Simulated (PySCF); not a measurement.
**Dipole moment and polarisability of `CC1=C(C)P1C[SiH3]`**

Compound: C5H11PSi.
Structure used (GFN2-xTB), in Å, numbered top down from 1:
```xyz
18
C5H11PSi angstrom
C     -0.9706    2.0142    0.1319
C     -0.8298    0.5559    0.2671
C     -1.3594   -0.6217    0.0365
C     -2.4743   -1.3829   -0.5486
P      0.2410   -0.7818    0.9396
C      1.4493   -1.0526   -0.4742
Si     2.8409    0.2432   -0.5082
H     -0.9511    2.4840    1.1149
H     -0.1414    2.4194   -0.4477
H     -1.9093    2.2605   -0.3646
H     -2.9596   -1.9853    0.2188
H     -2.1046   -2.0599   -1.3192
H     -3.2056   -0.7058   -0.9897
H      1.8802   -2.0456   -0.3283
H      0.8992   -1.0641   -1.4168
H      3.4286    0.3792    0.8238
H      3.8607   -0.1848   -1.4703
H      2.2970    1.5346   -0.9414
```

Level: PBE0/def2-SVPD (PySCF), static field, nuclei fixed, core orbitals frozen in the response. The polarisability tensor in these axes (au):

```
x   134.59   2.69   0.01
y     2.69 111.53   0.40
z     0.01   0.40  93.38
```

Diagonalise the tensor; give its mean and Δα, where Δα² is half the sum of the squared differences of the eigenvalues.

Principal values 93.37, 111.23 and 134.90 au; mean 113.17 au = 16.77 Å³ = 18.66 × 10⁻⁴⁰ C²·m²/J; Δα = 36.09 au (32 % of the mean).

What is the dipole moment, and where does it point?

(-1.60, 0.31, -1.46) D, 2.19 D in size, pointing from the negative to the positive side. Measured along this direction, the outermost atoms are H16 at the negative end and H13 at the positive end.

Rayleigh depolarisation ratio (linearly polarised light, static tensor)?

ρ = 3Δα²/(45ᾱ² + 4Δα²) = 3906.8/(576300 + 5209.0) = 0.00672.

Find the Langevin capture rate constant for H3+ (3.023 u) meeting this molecule (130.037 u), k = 2.342 × 10⁻⁹ cm³/s × √(α in Å³ / reduced mass in u).

The reduced mass is 2.95 u, so k = 5.58 × 10⁻⁹ cm³/s. The formula leaves out the permanent dipole, which adds to the capture rate.

Along which axes do the principal values lie, and how far do the nuclei extend along each?

Largest value along (0.99, 0.11, 0.00), where the nuclei span 7.08 Å; middle along (-0.11, 0.99, 0.02), 4.85 Å; least along (0.00, -0.02, 1.00), 2.52 Å. The response follows the extents in order.

In a dilute gas of rigid molecules at 250 K, how does the orientational term μ²/3kT compare with the electronic polarisability?

In Gaussian units μ²/3kT = 46.25 Å³ against 16.77 Å³, a ratio of 2.76; the Debye molar polarisation (4π/3)N_A(α + μ²/3kT) is 159.0 cm³/mol, leaving out the vibrational part.

Traceless (Buckingham) quadrupole moment about the centre of nuclear charge: eigenvalues?

-6.85, 2.54, 4.31 D·Å. The values depend on the origin, since the dipole doesn't vanish. The electronic extent ⟨r²⟩ about the same centre is 1427 bohr², a root-mean-square distance of 2.39 Å for the 70 electrons.

One conformer (not necessarily the lowest) at the GFN2-xTB geometry, without solvent, vibrations or thermal averaging.

The run behind these numbers computed excited states as well. The run took about 1.8 min of CPU time (one thread, shared machine).
